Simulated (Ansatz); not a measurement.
Geometry optimisation, Ansatz, RKS PBE/def2-SVP.

input.yaml

```yaml
crystal:
  periodic: [false, false, false]
  atoms:
    - { symbol: Ge, position_ang: [0.95998, 0.220156, -0.160063] }
    - { symbol: F, position_ang: [-1.383588, 0.545247, 1.789967] }
    - { symbol: C, position_ang: [-0.379355, -0.659629, -0.97318] }
    - { symbol: H, position_ang: [-1.458194, 0.085065, 0.993882] }
    - { symbol: Cl, position_ang: [1.249073, 2.343558, -0.248916] }
    - { symbol: Cl, position_ang: [2.196218, -0.614678, 1.380942] }
    - { symbol: H, position_ang: [-0.849902, -0.160048, -1.83414] }
    - { symbol: H, position_ang: [-0.334231, -1.759671, -0.948593] }
basis:
  gaussian: { orbitals: def2-SVP }
hamiltonian:
  xc: pbe
relax:
  f_tol: 0.03
  max_steps: 50
```

Launched with:

```bash
$ ansatz run input.yaml --threads 2 --pin off --max-ram 3072MiB --backend cpu --events-out ev --progress --plain --runs-dir out
```

Q: Where does it end, and by what steps?

A: It converged. The force dipped under the threshold on the way, but the program's further checks kept it going. After 31 steps the energy has fallen by 3.070 eV; H4 moved furthest, 1.77 Å. Parted: F2–H4. Joined: Ge1–F2, C3–H4.

| step | energy less start (eV) | largest force component (eV/Å) | accepted |
| --- | --- | --- | --- |
| 0 | 0.0000 | 1.256 | yes |
| 2 | -0.1109 | 0.366 | yes |
| 4 | -0.1764 | 0.337 | yes |
| 6 | -0.4897 | 5.038 | yes |
| 8 | -2.3809 | 1.476 | yes |
| 10 | -2.9603 | 0.362 | yes |
| 12 | -3.0527 | 0.272 | yes |
| 14 | -3.0555 | 0.032 | yes |
| 16 | -3.0559 | 0.059 | yes |
| 18 | -3.0553 | 0.210 | no |
| 20 | -3.0577 | 0.102 | yes |
| 22 | -3.0605 | 0.128 | yes |
| 24 | -3.0641 | 0.101 | yes |
| 26 | -3.0665 | 0.021 | yes |
| 28 | -3.0685 | 0.067 | yes |
| 30 | -3.0697 | 0.019 | yes |
| 31 | -3.0700 | 0.012 | yes |

```xyz
8
Properties=species:S:1:pos:R:3
Ge 0.453 0.449 0.519
F -0.530 1.261 1.719
C -0.675 -0.589 -0.670
H -1.255 -1.316 -0.070
Cl 1.548 1.998 -0.514
Cl 1.855 -0.775 1.615
H -1.360 0.097 -1.204
H -0.037 -1.125 -1.397
```

Time of the run: 45 s on 2 threads of Intel(R) Xeon(R) Platinum 8488C (Sapphire Rapids), on a shared host, peak memory 0.18 GiB.
